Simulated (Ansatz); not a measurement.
`C[NH][SnH3]`, relaxed with RKS PBE0-D4/def2-TZVP in the Gaussian-basis code of Ansatz from a PBE-D4/def2-SVP geometry. The force threshold is 0.005 eV/Å; the program also tests the step.

The species carries charge 0 and has multiplicity 1. Sn: def2 effective core potential.

Start:

```xyz
10

C    -1.416    0.486   -0.069
N    -0.334   -0.037    0.753
Sn    1.519   -0.351   -0.115
H    -2.292    0.751    0.565
H    -1.096    1.428   -0.564
H    -1.795   -0.189   -0.879
H    -0.636   -0.866    1.278
H     2.494   -1.061    1.121
H     2.083    1.218   -0.567
H     1.472   -1.378   -1.523
```

```json
{"step": "1", "energy (eV)": "-8469.8334", "largest force (eV/Å)": "0.571", "largest move (Å)": "0.000"}
{"step": "2", "energy (eV)": "-8469.8757", "largest force (eV/Å)": "0.204", "largest move (Å)": "0.096"}
{"step": "3", "energy (eV)": "-8469.8841", "largest force (eV/Å)": "0.070", "largest move (Å)": "0.027"}
{"step": "4", "energy (eV)": "-8469.8846", "largest force (eV/Å)": "0.028", "largest move (Å)": "0.010"}
{"step": "5", "energy (eV)": "-8469.8847", "largest force (eV/Å)": "0.005", "largest move (Å)": "0.007"}
{"step": "6", "energy (eV)": "-8469.8847", "largest force (eV/Å)": "0.002", "largest move (Å)": "0.003"}
```

End:

```xyz
10

C    -1.394    0.479   -0.078
N    -0.323   -0.046    0.750
Sn    1.494   -0.339   -0.102
H    -2.261    0.734    0.541
H    -1.068    1.407   -0.557
H    -1.742   -0.195   -0.875
H    -0.635   -0.850    1.278
H     2.477   -1.055    1.093
H     2.047    1.209   -0.559
H     1.404   -1.344   -1.492
```

Run time 20 s (2 threads of a server CPU on a shared host); peak host memory 0.35 GiB.
